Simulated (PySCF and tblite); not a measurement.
Results of a calculation; reference values are marked as such.
System: C5H7ClO2, numbered as in [CH3:1][C:2](=[O:3])/[C:4]([Cl:5])=[C:6](/[CH3:7])[OH:8].

For the rotation about the C2–C4 bond (torsion C1–C2–C4–Cl5 from 0° to 182°, rising): electronic barrier 21.74 kcal/mol, zero-point change -0.31 kcal/mol, thermal and entropy terms at 200 K a further -0.14 kcal/mol (symmetry numbers apart). The minimum is Cs, the saddle C1. Geometries: GFN2-xTB; energies: PBE0/pcSseg-1 + D3(BJ); zero-point and thermal terms from GFN2-xTB harmonic modes (soft modes blended into free rotors). Rate constants are transition-state-theory values, counting equivalent paths, without tunnelling. (PySCF 2.14 with density fitting, tblite 0.8.)

(1) How many equivalent paths lead out of the minimum?

(2) Work out the rate at 200 K.

Results:

(1) 2: the symmetry number of the minimum is 1, that of the saddle displaced along its mode 1, and the displaced saddle is chiral while the minimum is not, which doubles the count.

(2) ΔG‡ = 21.29 kcal/mol; k_B T/h = 4.2×10¹² s⁻¹; exp(−ΔG‡/RT) = 5.4×10⁻²⁴; times 2 gives k = 4.6×10⁻¹¹ s⁻¹. Wigner's tunnelling factor for the 63i cm⁻¹ mode would be 1.01.
